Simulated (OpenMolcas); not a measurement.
## Au: thermal populations, worked from levels

```
Program             : OpenMolcas 26.06
Basis               : ANO-RCC-VQZP [9s8p6d4f2g1h]
Scalar Hamiltonian  : DKH2, point nucleus
Active space        : 11 electrons in 11 orbitals (5d 6s 6d)
State averaging     : 2S+1 = 2 even, 6 roots
Spin-orbit coupling : state interaction with AMFI integrals over the reference wave functions, term energies averaged over their components
```

Methods: CASSCF; SS-CASPT2, IPEA 0.25 Eh, imaginary shift 0.1 Eh (closed shells correlated: 5s 5p). Measured levels: NIST Handbook of Basic Atomic Spectroscopic Data.

**Thermal populations.** Z = Σ (2J + 1) exp(-E/kT) with k = 0.695035 cm-1/K, over the levels below. No other level of either list lies under 37300 cm-1, which is above 7 kT at each temperature.

```json
{"Level": "5d10 6s 2S 1/2", "2J + 1": "2", "SS-CASPT2": "0.0", "measured": "0.0"}
{"Level": "5d9 6s2 2D 5/2", "2J + 1": "6", "SS-CASPT2": "9570", "measured": "9161"}
{"Level": "5d9 6s2 2D 3/2", "2J + 1": "4", "SS-CASPT2": "22240", "measured": "21435"}
```

```json
{"T (K)": "5000", "Z, SS-CASPT2": "2.389", "Z, measured levels": "2.438", "Ground level (%), SS-CASPT2": "83.7", "Ground level (%), measured levels": "82.0"}
```

At 5000 K, kT = 3475 cm-1, and the computed levels give Z = 2.000 + 0.382 + 0.007 = 2.389.

Term energies are means over components that CASPT2 splits; among the terms shown or strongly mixed into the levels shown the widest spread is 240 cm-1 (5d9 6s2 2D, SS-CASPT2). Active for correlation alone: 6d; no level in the range computed is led by a configuration that fills it, so any true level of that kind is missing. Without dynamic correlation excited terms often stand tens of per cent too high (terms of higher spin than the ground term too low), and those without a measured partner can miss by more than the paired ones (holds for CASSCF). Computed and measured levels are paired by configuration, term and J; levels that our copy of the source lacks, or whose pairing is in doubt (as where it misses far off the trend of its configuration), stay unpaired and out of the deviations. Only configurations of the active space appear.
